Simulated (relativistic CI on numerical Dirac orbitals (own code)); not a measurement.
Calculated at this level of theory: Dirac-Coulomb-Breit CI, KLI orbitals optimised for each configuration, model QED (radiative potential, 1s self-energy scaled to tabulated hydrogen-like ionisation energies), unscaled Slater integrals (own radial code, finite nucleus).

The strongest absorption lines from the ground level of an ion, among the configurations computed and to levels below about 161 eV (vacuum wavelength in nm, gf): 9.4615 (0.38), 9.5456 (1.7), 10.478 (0.36), 10.591 (0.57), 10.659 (0.61), 10.807 (0.43), 11.440 (1), 11.511 (0.28).

(1) Which ion is it?
A. Se XII
B. Se XIV
C. Kr XVI
D. Zn X

## Answers

(1) B. Se XIV has 21 electrons and the ground level 3s2.3p6.3d3 4F_3/2; the strongest line goes to 3s2.3p5.3d4 4D°_1/2. The pattern of lines fixes the number of electrons, and along that sequence the line energies rise steadily with the charge (about as its square where n changes within one kind of shell, about linearly where n is kept but much faster in heavy ions where fine structure, which grows about as Z⁴, sets the gap, and irregularly where shells cross), which fixes Z. Configurations outside the model, such as inner-shell arrays, can give stronger lines. At this charge energies of transitions that change n are usually good to better than 1 %, and those within a shell (Δn = 0) to a few per cent. Terms inside the open d or f shell come out 10 to 20 % too wide with unscaled integrals.

LS names give the leading component of a level, which can be under half, so a name can repeat, a term be missing and a line seem to break the LS rules.
